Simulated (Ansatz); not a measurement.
F₂Ge, triplet, geometry from GFN2-xTB (the spin is typed, not shown lowest); Ansatz (an electronic-structure program) with REVPBE/def2-TZVP.

Input for Ansatz:
Ansatz 0.2 input:
```yaml
crystal:
  periodic: [false, false, false]
  atoms:
    - {symbol: Ge, position_ang: [0.01078596, -0.00766682, 0.33769324]}
    - {symbol: F, position_ang: [0.83389596, 1.52835128, -0.59320123]}
    - {symbol: F, position_ang: [-0.87224604, -1.50109147, -0.60748585]}
basis:
  gaussian:
    orbitals: def2-TZVP
hamiltonian:
  xc: revpbe
magnetization: {spin_polarized: true, initial_magnetization: 2}
accuracy: high
```

The log (banner, timings and long lists left out):

```
Functional definition: revPBE
1586 factors; integrals over basis functions are off by at most 4.4e-9 eV
mean field evaluation 1: about -61941.8889 eV, gradient 3.9e1 eV
mean field evaluation 2: about -61873.7935 eV, gradient 1.4e2 eV
mean field evaluation 4: about -61946.2453 eV, gradient 7.6e0 eV
mean field evaluation 8: about -61946.4370 eV, gradient 2.5e-1 eV
mean field evaluation 16: about -61946.4372 eV, gradient 2.6e-5 eV
mean field evaluation 32: about -61944.5444 eV, gradient 3.9e-5 eV
mean field evaluation 64: about -61943.5176 eV, gradient 1.4e1 eV
mean field -61946.43723933 eV, -2276.4895797423 hartree, gradient 1.8e-8 eV, S^2 2.003899; 9 other end points of the search recorded, 0 dependent functions left out
reference -61946.43724250 eV, -2276.4895798587 hartree; 26, 24 occupied and 84, 86 virtual orbitals, 1586 factors
Total energy: -61946.43724250 eV, -2276.4895798587 hartree
```
